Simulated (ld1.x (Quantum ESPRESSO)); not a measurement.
## nitrogen: one change to an RRKJ potential, before and after

```
Element                 : nitrogen (N)
Generator               : ld1.x (Quantum ESPRESSO) 7.5
Type                    : norm-conserving RRKJ (Kleinman–Bylander form)
Functional              : PBE
Relativity              : scalar-relativistic
Frozen core             : [He]
Valence charge          : 5
Reference configuration : 2s2 2p3
Partial waves           : 2p (bound): rc 1.65 bohr; 3d channel at 0.05 Ry: rc 1.65 bohr; 2s (bound): rc 0.75 bohr
Local potential         : the s channel
Core correction         : none
rho0                    : 0.01
```

All-electron outer shells of the reference configuration (PBE, scalar-relativistic, ld1.x):

```json
{"shell": "1s", "level (eV)": "-384.72", "outermost node (bohr)": "–", "outermost maximum (bohr)": "0.15"}
{"shell": "2s", "level (eV)": "-18.58", "outermost node (bohr)": "0.32", "outermost maximum (bohr)": "1.02"}
{"shell": "2p", "level (eV)": "-7.09", "outermost node (bohr)": "–", "outermost maximum (bohr)": "0.98"}
```

Change: wave 2p (bound): rc 1.65 bohr becomes 2p (bound): rc 2.40 bohr.

Cutoffs: the cutoffs (Ry, on a coarse ladder) from which the occupation-weighted sum of valence levels, in a spherical-Bessel basis at the reference potential, stays within 10 and 1 mRy of its value at 400 Ry; they do not see the model core or the augmentation charge, which bear on the density cutoff. Errors are all-electron minus pseudo energies relative to the spin-unpolarised reference configuration.

**Question.** What does the change do?

**Answer.** The potential gets neither clearly harder nor softer (100 Ry and 230 Ry → 100 Ry and 230 Ry); the s channel sets the loose cutoff, while the largest relative change is in p, which becomes softer; of the 7 tests that both files solve, the error grows in 7 and shrinks in 0 by more than 15 % and 0.3 meV (median size 22.7 → 134.6 meV); neither file shows a bound ghost. More of the atom is replaced by a form fitted at one configuration, so other configurations suffer.

```csv
quantity,base,changed
"cutoff, loose",100 Ry,100 Ry
"cutoff, tight",230 Ry,230 Ry
loose cutoff by channel (10 mRy a level),"p 35 Ry, s 50 Ry","p 18 Ry, s 50 Ry"
bound ghosts,none,none
"error for 2s2 2p2, meV [ΔE 13.59 eV]",+23,+135
"error for 2s2 2p1, meV [ΔE 42.45 eV]",+238,+1098
"error for 2s2 2p0, meV [ΔE 89.53 eV]",+1084,+4087
"error for 2s2 2p3.3, meV [ΔE -1.62 eV]",+0.3,+2.3
"error for 2s1 2p4, meV [ΔE 11.51 eV]",+6.4,-31
"error for 2s2 2p2.5, meV [ΔE 5.09 eV]",+2.8,+20
"error for 2s1 2p0, meV [ΔE 167.35 eV]",+1816,+6480
```
